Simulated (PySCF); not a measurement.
PySCF input file for Sn(Br)(NH2) (BrH2NSn), SMILES [NH2][Sn][Br] (connectivity only; charge and spin as stated), neutral, multiplicity 1, IEF-PCM-PBE0/def2-SVP. Geometry optimised at B3LYP-D3(BJ)/def2-SVP. The def2 effective core potentials stand for the cores of Sn; spin–orbit coupling is left out. Other conformers were not sampled.

```python
import numpy as np
from pyscf import gto, scf, dft
from pyscf.solvent import pcm

mol = gto.M(
    atom='''
    Sn    0.37231666    0.89931903    0.00000000
    Br   -0.08682343   -1.64702478    0.00000000
    N    -1.60705829    1.38055958    0.00000000
    H    -2.35243738    0.68652409    0.00000000
    H    -1.97516738    2.32947448    0.00000000
    ''',
    basis='def2-SVP',
    ecp={'Sn': 'def2-svp'},
    charge=0,
    spin=0,
    max_memory=1600,
    verbose=3,
)
mf = dft.RKS(mol, xc='pbe0').density_fit(auxbasis='def2-universal-jkfit')
mf.grids.level = 3
mf.conv_tol = 1e-9
mf.max_cycle = 100
mf.kernel()
res = {}
for name, eps in {'water': 78.355, 'chloroform': 4.7113, 'diethylether': 4.24}.items():
    s = mf.PCM()
    s.with_solvent.method, s.with_solvent.eps, s.with_solvent.lebedev_order = 'IEF-PCM', eps, 29
    s.kernel(mf.make_rdm1())
    res[name] = (s.e_tot, eps, s.dip_moment(), s.mo_energy, s.converged)
    print(f'{name}: electrostatic solvation free energy {(s.e_tot - mf.e_tot) * 627.509474:.3f} kcal/mol')
```

It prints:

```
converged SCF energy = -2843.77036320341

WARN: PCM is an experimental feature. It is still in testing.
Features and APIs may be changed in the future.

converged SCF energy = -2843.7786816843
Dipole moment(X, Y, Z, Debye): -0.47034,  4.80013, -0.00000
water: electrostatic solvation free energy -5.220 kcal/mol

WARN: PCM is an experimental feature. It is still in testing.
Features and APIs may be changed in the future.

converged SCF energy = -2843.77624227058
Dipole moment(X, Y, Z, Debye): -0.47199,  4.40083,  0.00000
chloroform: electrostatic solvation free energy -3.689 kcal/mol

WARN: PCM is an experimental feature. It is still in testing.
Features and APIs may be changed in the future.

converged SCF energy = -2843.77599090631
Dipole moment(X, Y, Z, Debye): -0.47164,  4.35994, -0.00000
diethylether: electrostatic solvation free energy -3.531 kcal/mol
```

The calculation finished and met its thresholds.
